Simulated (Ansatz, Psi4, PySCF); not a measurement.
H3B3O3, triplet, at a GFN2-xTB geometry (a higher spin typed on purpose: for a closed-shell molecule this is an excited state). Base run: CCSD(T)/STO-3G (PySCF).

PySCF was given this input:
```python
from pyscf import gto, scf, cc

mol = gto.M(
    atom='''
B    -0.579297    1.234690    0.548000
O    -1.391448   -0.011194    0.253351
B    -0.712762   -1.079500   -0.103568
O     0.612727   -1.178703   -0.332190
B     1.379527    0.029749   -0.325058
O     0.727033    1.071838    0.119027
H    -1.172806    2.106937   -0.042589
H    -1.347548   -2.079495   -0.215197
H     2.496513   -0.007675   -0.660589
''',
    basis='sto-3g',
    charge=0,
    spin=2,
    verbose=4,
)

mf = scf.UHF(mol)
mf.kernel()

mycc = cc.CCSD(mf)
mycc.kernel()
et = mycc.ccsd_t()
print('E(CCSD(T)) = %.10f' % (mycc.e_tot + et))
```

The same geometry, method and basis name were run in Ansatz (a program for electronic structure) and Psi4 and PySCF, at each program's defaults and at the settings that a row names. The base is PySCF at its defaults. Differences at the defaults can come from grids, fitting, cores and function types together.

| code and settings | ΔE vs base (mEh) | basis functions | E (Eh) | SCF cycles |
|---|---|---|---|---|
| PySCF, defaults (exact integrals, spherical functions, all electrons correlated) | 0.000 | 33 | -296.82098 | 32 |
| Psi4, defaults (exact integrals, spherical functions, all electrons correlated) | 0.000 | 33 | -296.82098 | 35 |
| Ansatz, defaults (factorised integrals, spherical functions, frozen core) | 1.919 | 33 | -296.81906 | - |
| PySCF, frozen core | 1.978 | 33 | -296.81900 | 32 |
| Psi4, exact integrals, spherical functions, frozen core | 1.978 | 33 | -296.81900 | 35 |
| Ansatz, high accuracy, frozen core | 1.893 | 33 | -296.81909 | - |

Open shells are given as the SCF converged; they aren't shown to be the lowest states, and a large step between rows can be another state.
